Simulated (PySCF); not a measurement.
InFI2, SMILES [F][In]([I])[I].

Coordinates come from a PBE0-D3(BJ)/def2-SVP optimisation. The structure was generated by enumeration; whether it is a known compound was not checked. The def2 effective core potentials stand for the cores of I, In; spin–orbit coupling is left out.

Calculation: TDDFT-CAM-B3LYP/def2-SVPD (PySCF).

Vertical excitations. Gas-phase values at a fixed geometry. State labels are in the subgroup C2v.

```json
[
 {"state": "S1", "symmetry": "B2", "energy (eV)": "3.90", "λ (nm)": "318", "f": "0.017", "main pairs": "HOMO→LUMO 97 %"},
 {"state": "S2", "symmetry": "A2", "energy (eV)": "3.97", "λ (nm)": "313", "f": "0.000", "main pairs": "HOMO−1→LUMO 98 %"},
 {"state": "S3", "symmetry": "A1", "energy (eV)": "4.12", "λ (nm)": "301", "f": "0.019", "main pairs": "HOMO−2→LUMO 97 %"},
 {"state": "S4", "symmetry": "B1", "energy (eV)": "4.29", "λ (nm)": "289", "f": "0.015", "main pairs": "HOMO−3→LUMO 97 %"},
 {"state": "S5", "symmetry": "A2", "energy (eV)": "5.20", "λ (nm)": "239", "f": "0.000", "main pairs": "HOMO→LUMO+1 99 %"},
 {"state": "S6", "symmetry": "B2", "energy (eV)": "5.24", "λ (nm)": "237", "f": "0.043", "main pairs": "HOMO−1→LUMO+1 58 %, HOMO−4→LUMO 40 %"},
 {"state": "S7", "symmetry": "B1", "energy (eV)": "5.40", "λ (nm)": "230", "f": "0.001", "main pairs": "HOMO−2→LUMO+1 98 %"},
 {"state": "S8", "symmetry": "A1", "energy (eV)": "5.80", "λ (nm)": "214", "f": "0.004", "main pairs": "HOMO−3→LUMO+1 87 %"},
 {"state": "S9", "symmetry": "B2", "energy (eV)": "6.04", "λ (nm)": "205", "f": "0.690", "main pairs": "HOMO−4→LUMO 44 %, HOMO−1→LUMO+1 35 %, HOMO−7→LUMO 9 %"},
 {"state": "S10", "symmetry": "A2", "energy (eV)": "6.22", "λ (nm)": "199", "f": "0.000", "main pairs": "HOMO−4→LUMO+1 98 %"},
 {"state": "T1", "symmetry": "B2", "energy (eV)": "3.51", "λ (nm)": "353", "f": "0", "main pairs": "HOMO→LUMO 96 %"},
 {"state": "T2", "symmetry": "A2", "energy (eV)": "3.63", "λ (nm)": "341", "f": "0", "main pairs": "HOMO−1→LUMO 96 %"},
 {"state": "T3", "symmetry": "A1", "energy (eV)": "3.72", "λ (nm)": "333", "f": "0", "main pairs": "HOMO−2→LUMO 96 %"},
 {"state": "T4", "symmetry": "B1", "energy (eV)": "3.90", "λ (nm)": "318", "f": "0", "main pairs": "HOMO−3→LUMO 96 %"}
]
```
Triplets are in the Tamm–Dancoff approximation, which puts them higher than full response would, so one can lie above its singlet here.
